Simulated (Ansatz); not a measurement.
`O[SiH](O)N[SiH2]Cl`. Total charge 0; spin multiplicity 1. The geometry is a stationary point of PBE0-D4/def2-TZVP. It is one conformer, not always the lowest.

```xyz
12

O     1.392    0.923   -1.916
Si    0.948   -0.264   -0.892
O    -0.401   -0.963   -1.501
N     0.541    0.272    0.700
Si   -1.020    0.346    1.388
Cl   -1.856   -1.545    1.582
H     0.722    1.544   -2.206
H     2.130   -1.146   -0.816
H    -0.868   -1.600   -0.954
H     1.310    0.425    1.338
H    -0.928    0.919    2.748
H    -1.968    1.087    0.530
```

Question: What is the dipole moment at B3LYP/def2-TZVPP? (Estimate.)

Answer: Ansatz gave: 1.76 D, with components (0.14, 1.23, 1.26) D in this frame, pointing from negative to positive charge.

Question: And with PBE, r2SCAN, ωB97M-V? (Estimate.)

Answer: Computed: PBE 1.65 D, r2SCAN 1.71 D, ωB97M-V 1.76 D.

Question: Give the Mulliken charges with B3LYP, PBE, r2SCAN in def2-TZVPP. (Best estimate.)

Answer: Ansatz gave: 
```csv
atom,B3LYP,PBE,r2SCAN
O1,-0.39,-0.35,-0.41
Si2,0.66,0.53,0.68
O3,-0.39,-0.35,-0.40
N4,-0.34,-0.27,-0.40
Si5,0.46,0.37,0.50
Cl6,-0.28,-0.25,-0.29
H7,0.19,0.19,0.20
H8,-0.11,-0.10,-0.11
H9,0.18,0.19,0.20
H10,0.13,0.14,0.15
H11,-0.06,-0.05,-0.07
H12,-0.06,-0.05,-0.06
```

B3LYP here is the variant with VWN-RPA as its local correlation; programs differ in this.
